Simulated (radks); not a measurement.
All-electron atom: the potassium ion K+ in [Ar].

Method: scalar-relativistic Kohn-Sham, BLYP, spin-polarised, spherical densities, finite nucleus; Fermi nuclear charge, rms radius 3.4349 fm; computed with a radial shooting solver on a logarithmic mesh with Libxc functionals.

Energy parts (hartree):
total: -602.14916
kinetic: 605.79994
electron-nucleus: -1428.78262
Hartree: 254.30360
exchange-correlation: -33.47008

Orbitals (lengths in bohr, moments of r in powers of bohr; r(90%) holds 90 % of the orbital's charge):
orbital,occ.,eigenvalue (hartree),r(90%),<r^2>,<1/r>
1s,2,-129.7314,0.145,0.008836,18.72
2s,2,-13.21219,0.605,0.1784,3.797
2p,6,-10.52659,0.580,0.1525,3.701
3s,2,-1.51653,1.91,1.858,1.102
3p,6,-0.90922,2.23,2.427,0.9600

The highest occupied level is 3p at -24.741 eV. The electron density at the nucleus is 5214 e/bohr^3 (large components only). Summed over all electrons, <r^2> = 19.57 bohr^2, which gives a Langevin (diamagnetic) susceptibility term of -15.5 x 10^-6 cm^3/mol. For comparison, the ionisation energy in NIST's Atomic Spectra Database is 31.625 eV (measured). In exact Kohn-Sham theory the highest level is minus the ionisation energy, but local and semilocal functionals leave it too shallow, through self-interaction and a potential that decays too fast; potentials with the right tail come closer.
